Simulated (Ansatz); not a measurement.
Two isomers of GeH8OSi2: A = `O[SiH]([SiH3])[GeH3]`, B = `[OH][GeH2][SiH2][SiH3]`.

Calculated with Ansatz (gas phase, PBE0-D4/def2-TZVP geometries, no zero-point term in ΔE). CBS: MP2 limit from def2 TZ/QZ plus the TZ coupled-cluster correction, frozen cores. Functionals use def2-TZVPP. B3LYP here is the variant with VWN-RPA as its local correlation; programs differ in this. For Ge outer-core shells are correlated without core-valence functions, which leaves a few kJ/mol of doubt a bond. Scalar relativity is left out up to krypton. Each species was taken in one conformer, which may not be the lowest.

A:

```xyz
12

O    -1.1106    0.0940    1.8110
Si    0.1708    0.0829    0.7582
Si    0.2639   -2.0551   -0.1823
Ge   -0.0586    1.7449   -0.9430
H    -1.2858    0.9087    2.2851
H     1.4518    0.3707    1.4736
H     1.4195   -2.0990   -1.1201
H    -0.9798   -2.3398   -0.9464
H     0.4474   -3.1030    0.8571
H    -0.2862    3.1372   -0.3206
H    -1.2491    1.4448   -1.8703
H     1.2168    1.8138   -1.8023
```

B:

Z-matrix (Å, degrees):
```
Ge
Si 1 2.391
O 1 1.791 2 109.1
H 1 1.546 2 110.9 3 -120.4
H 1 1.536 2 113.9 3 115.1
Si 2 2.337 1 108.5 3 54.9
H 2 1.488 1 109.5 3 -65.3
H 2 1.490 1 109.9 3 175.3
H 3 0.960 1 112.6 2 -61.1
H 6 1.488 2 109.5 1 64.8
H 6 1.487 2 112.2 1 -174.0
H 6 1.489 2 109.3 1 -53.5
```

(1) Which isomer does CCSD(T)/CBS put lower? Give the gap. (Estimate.)

(2) Give E(B) − E(A) in kJ/mol with PBE-D4, HF/def2-TZVPP, MP2/def2-TZVPP, PBE0-D4, B2PLYP, B3LYP, CCSD(T)/def2-TZVPP. (Best estimate.)

Largest T1 diagnostic: 0.013.

Results:

(1) Ansatz gave: A, by 56.3 kJ/mol.

(2) The calculation gave: PBE-D4 51.4, HF/def2-TZVPP 56.4, MP2/def2-TZVPP 53.3, PBE0-D4 54.0, B2PLYP 54.8, B3LYP 56.0, CCSD(T)/def2-TZVPP 52.4. None reverses the order clearly.

In def2-TZVPP, CCSD(T) changes the Hartree–Fock value by −4.0 kJ/mol (the triples alone add −1.5 kJ/mol) and MP2 by −3.1 kJ/mol.
